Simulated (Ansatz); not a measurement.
CH6AlFSi (SMILES [CH3][Al]([F])[SiH3]), singlet, geometry from GFN2-xTB (such geometries of metal compounds can be far from the true shape); CASSCF(4,3)/STO-3G run with Ansatz (a quantum-chemistry and plane-wave program).

Ansatz was given this input:
Ansatz 0.2 input:
```yaml
crystal:
  periodic: [false, false, false]
  atoms:
    - {symbol: Al, position_ang: [0.26732411, -0.30279290, 0.27170373]}
    - {symbol: F, position_ang: [1.74960883, -0.75942407, -0.32949062]}
    - {symbol: C, position_ang: [-0.10316432, -1.13498514, 2.04665876]}
    - {symbol: H, position_ang: [-0.04946228, -2.22891366, 1.97582578]}
    - {symbol: H, position_ang: [-1.07026701, -0.89038038, 2.49369233]}
    - {symbol: H, position_ang: [0.66738729, -0.85071915, 2.77460206]}
    - {symbol: Si, position_ang: [-1.01015509, 1.20206464, -1.12204643]}
    - {symbol: H, position_ang: [-2.35838260, 1.47353940, -0.58119074]}
    - {symbol: H, position_ang: [-1.24633170, 0.71001269, -2.49674419]}
    - {symbol: H, position_ang: [-0.40347948, 2.53859149, -1.30422088]}
basis:
  gaussian:
    orbitals: STO-3G
hamiltonian:
  xc: hf
magnetization: {spin_polarized: false}
correlation: {active_space: {window: {electrons: 4, orbitals: 3}}}
```

Output, abridged:

```
Functional definition: HF
407 factors; integrals over basis functions are off by at most 6.9e-5 eV
mean field evaluation 1: about -18055.3892 eV, gradient 2.2e1 eV
mean field evaluation 2: about -18055.4499 eV, gradient 2.2e1 eV
mean field evaluation 4: about -18057.9177 eV, gradient 1.4e0 eV
mean field evaluation 8: about -18057.9298 eV, gradient 2.3e-2 eV
mean field -18057.92981577 eV, -663.6166806250 hartree, gradient 1.8e-6 eV, S^2 0.000000; 0 other end points of the search recorded, 0 dependent functions left out
reference -18057.92981577 eV, -663.6166806250 hartree; 24, 24 occupied and 10, 10 virtual orbitals, 407 factors
state -18058.37425737 eV, -663.6330135525 hartree
2 active orbitals were swapped for others, from the solution at -18058.32412287 eV, -663.6311711437 hartree to that at -18058.37425737 eV, -663.6330135525 hartree; typed "places" are swapped only where nearly empty or full, and so, without "given_window_search", are "orbital_numbers", "shells" and a window whose orbitals a file names under [Active]
Total energy: -18058.37425737 eV, -663.6330135525 hartree
```
